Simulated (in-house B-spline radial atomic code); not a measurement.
Whole-atom quantities along the 39-electron series, configuration [Kr] 4d3. Computed with a B-spline radial code for spherical atoms: non-relativistic Hartree-Fock, average of the configuration, point nuclei.

This level leaves out relativity, spin-orbit splitting included, which matters for heavy ions.

```csv
ion,Z,E/Z² (Eh),Σ<r²> (bohr²),n(0)/Z³ (bohr⁻³),Lamb diamagnetic shielding (ppm),repulsion over attraction
Cd9+,48,-2.3615,13.261,0.70231,4699.26,0.14367
In10+,49,-2.3778,12.185,0.70307,4818.57,0.14161
Sn11+,50,-2.3935,11.247,0.70382,4937.82,0.13957
Sb12+,51,-2.4088,10.423,0.70454,5057.02,0.13757
Te13+,52,-2.4237,9.6934,0.70524,5176.17,0.13561
I14+,53,?,?,?,?,?
Xe15+,54,-2.4521,8.4603,0.70659,5414.35,0.1318
Cs16+,55,-2.4657,7.9355,0.70723,5533.39,0.12995
Ba17+,56,-2.4789,7.4607,0.70785,5652.4,0.12814
La18+,57,-2.4917,7.0295,0.70846,5771.39,0.12637
Ce19+,58,-2.5042,6.6364,0.70905,5890.36,0.12464
Pr20+,59,-2.5163,6.2769,0.70963,6009.31,0.12294
Nd21+,60,-2.5281,5.947,0.71019,6128.24,0.12129
Pm22+,61,-2.5396,5.6435,0.71073,6247.16,0.11967
Sm23+,62,-2.5507,5.3634,0.71126,6366.06,0.11809
Eu24+,63,-2.5616,5.1045,0.71178,6484.95,0.11655
Gd25+,64,-2.5722,4.8645,0.71228,6603.82,0.11504
Tb26+,65,-2.5825,4.6415,0.71277,6722.69,0.11356
Dy27+,66,?,?,?,?,?
Ho28+,67,?,?,?,?,?
Er29+,68,-2.6119,4.0597,0.71417,7079.23,0.10933
```

Question: Fill in the row of I14+.

Answer: E/Z² (Eh): -2.4381; Σ<r²> (bohr²): 9.043; n(0)/Z³ (bohr⁻³): 0.70593; Lamb diamagnetic shielding (ppm): 5295.27; repulsion over attraction: 0.13368.

Question: Fill in the row of Dy27+.

Answer: E/Z² (Eh): -2.5925; Σ<r²> (bohr²): 4.434; n(0)/Z³ (bohr⁻³): 0.71325; Lamb diamagnetic shielding (ppm): 6841.54; repulsion over attraction: 0.11212.

Question: Fill in the row of Ho28+.

Answer: E/Z² (Eh): -2.6023; Σ<r²> (bohr²): 4.2405; n(0)/Z³ (bohr⁻³): 0.71371; Lamb diamagnetic shielding (ppm): 6960.39; repulsion over attraction: 0.11071.

Question: With what power of Z does the column «Σ<r²> (bohr²)» change over this range?

Answer: A fit of the logarithm of its size against log Z from Z = 48 to 68 has slope -3.36. Unscreened non-relativistic hydrogenic orbitals would give -2.
